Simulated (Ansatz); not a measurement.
Name a neutral molecule of C, Cl, O, Si and H with LUMO energy (PBE/def2-TZVPP) between -1.05 and -0.75 eV and LUMO energy (B3LYP/def2-TZVPP) between -0.60 and -0.30 eV (Ansatz, PBE0-D4/def2-TZVP geometry).

`O[Si](Cl)(Cl)CC[Si](O)(Cl)Cl` (-0.96 eV, -0.40 eV); `O[SiH2]C[SiH](O)Cl` (-1.00 eV, -0.41 eV); `O[Si@H](Cl)C[Si@H](O)Cl` (-0.92 eV, -0.34 eV). Other molecules can fit too; these were computed, each in one conformer that needn't be the lowest.

B3LYP here is the variant with VWN-RPA as its local correlation; programs differ in this.
